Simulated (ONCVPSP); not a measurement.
# Ge (Z = 32), ONCV: configuration errors across variants

| Item | Value |
| --- | --- |
| Element | germanium |
| Generator | ONCVPSP 4.0.1 |
| Type | optimised norm-conserving Vanderbilt (ONCV) |
| Functional | PBE |
| Relativity | scalar-relativistic |
| Frozen core | [Ar] |
| Valence charge | 14 |
| Reference configuration | 3d10 4s1 (charge +3) |
| Partial waves | 4s: rc 1.75 bohr, ncon 4, nbas 9, qcut 3.6 1/bohr, 3 projectors, debl 2.2 Ha; p scattering state at 0.13 Ha: rc 1.85 bohr, ncon 4, nbas 8, qcut 5.1 1/bohr, 2 projectors, debl 1.7 Ha; 3d: rc 0.95 bohr, ncon 3, nbas 7, qcut 16.9 1/bohr, 2 projectors, debl 1.5 Ha; f scattering state at 0.34 Ha: rc 1.45 bohr, ncon 4, nbas 8, qcut 7.7 1/bohr, 3 projectors, debl 1.1 Ha |
| Local potential | polynomial inside 0.90 bohr (lpopt 5, dvloc0 4 Ha) |
| Core correction | Teter function, fcfact 5.25, rcfact 1.45 |

In the p channel the program set the typed energies aside and used 0.050, 1.750 Ha. In the d channel the program set the typed energies aside and used -2.319, 0.250 Ha.

All-electron excitation energies from the reference (eV): (1) 3d10 4s2 4p2 -57.675; (2) 3d10 4s2 4p1 -50.231; (3) 3d10 4s2 -34.792; (4) 3d10 4s0 46.342.

2 further variants failed, have other tests or another functional or relativity, and are left out.

A true bound ghost makes a file unfit for plane-wave use even where its test errors are small: the radial tests pick states by their node count and pass the ghost by.

Errors AE − PS in meV (a dash: test not solved or not reliable):

| change | (1) | (2) | (3) | (4) | bound ghosts | GHOST(+) flags above zero |
| --- | --- | --- | --- | --- | --- | --- |
| base | +168 | +116 | +36 | +59 | f | s, p |
| all radii but the core radius scaled by about 0.93 (s 1.62, p 1.72, d 0.88, f 1.34 bohr); local potential polynomial inside 0.84 bohr (lpopt 5, dvloc0 4 Ha) | +175 | +121 | +39 | +66 | f | s, p |
| d: ncon 5, nbas 9 | +111 | +69 | +8.9 | -0.8 | f | s, p |
| local potential polynomial inside 0.85 bohr (lpopt 5, dvloc0 4 Ha) | +170 | +117 | +36 | +59 | f | s, p |

Task: Give the same row for: d: rc 0.68; local potential polynomial inside 0.68 bohr (lpopt 5, dvloc0 4 Ha).

Result: +109, +64, +2.3, -14; bound ghosts: s, f; GHOST(+) flags above zero: p.
